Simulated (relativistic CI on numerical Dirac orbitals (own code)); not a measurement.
**Slater and spin-orbit integrals, Se XXIII**

Method of calculation: Dirac-Coulomb-Breit CI, orbitals from a KLI potential per configuration, a model potential for QED, unscaled Slater integrals (own radial code, finite nucleus).

Slater integrals F^k, G^k are unscaled and averaged over j, outside the closed core [Ne]; ζ comes from projecting the Hamiltonian with its Breit term on Σ l·s of the shell.

- 3s 3p: G^1(3s,3p) = 270040, ζ(3p) = 51160 cm⁻¹; <r>(3s) = 0.4799, <r^2>(3s) = 0.2616, <r>(3p) = 0.4676, <r^2>(3p) = 0.2517 (bohr units).
- 3p2: F^2(3p,3p) = 212520, ζ(3p) = 51120 cm⁻¹; <r>(3p) = 0.4683, <r^2>(3p) = 0.2525 (bohr units).
- 3s 3d: G^2(3s,3d) = 172080, ζ(3d) = 5448.1 cm⁻¹; <r>(3s) = 0.4804, <r^2>(3s) = 0.2622, <r>(3d) = 0.4191, <r^2>(3d) = 0.2028 (bohr units).

Averages of the first 10 configurations, taken without configuration mixing, which lowers the lowest level and can move excited configurations by several eV; other configurations of the list can lie among them:

| Configuration | Parity | States | Average energy above the lowest level (eV) |
| --- | --- | --- | --- |
| 3s2 | even | 1 | 3.0 |
| 3s 3p | odd | 12 | 56.5 |
| 3p2 | even | 15 | 119.2 |
| 3s 3d | even | 20 | 136.1 |
| 3d2 | even | 45 | 273.9 |
| 3p 3d | odd | 60 | 194.9 |
| 3p 4s | odd | 12 | 523.6 |
| 3d 4s | even | 20 | 598.4 |
| 3s 4s | even | 4 | 464.1 |
| 3s 4p | odd | 12 | 488.8 |
